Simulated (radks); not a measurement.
Task: Species: the barium ion Ba42+. Configuration: [Ne] 3s2 3p1 3d1 (not the ground configuration). Method: scalar-relativistic Kohn-Sham, r2SCAN, spin-unpolarised, spherical densities, finite nucleus; meta-GGA in the generalised Kohn-Sham scheme; Fermi nuclear charge, rms radius 4.8378 fm; computed with a radial shooting solver on a logarithmic mesh with Libxc functionals. Some entries of the table are withheld. Estimate them.

orbital,occ.,eigenvalue (eV),<r^2> (bohr^2)
1s,2,-39997.03,(1)
2s,2,-8448.937,0.01375
2p,6,-7861.642,(2)
3s,2,-3340.710,0.07837
3p,1,(3),0.07484
3d,1,-2948.411,(4)
4s,0,(5),0.2721
4p,0,-1672.167,0.2726
4d,0,-1592.671,0.2486
4f,0,-1543.475,0.1860

Result: 
(1) 1s <r^2> (bohr^2): 0.0008876
(2) 2p <r^2> (bohr^2): 0.01086
(3) 3p eigenvalue (eV): -3155.774
(4) 3d <r^2> (bohr^2): 0.05802
(5) 4s eigenvalue (eV): -1746.827
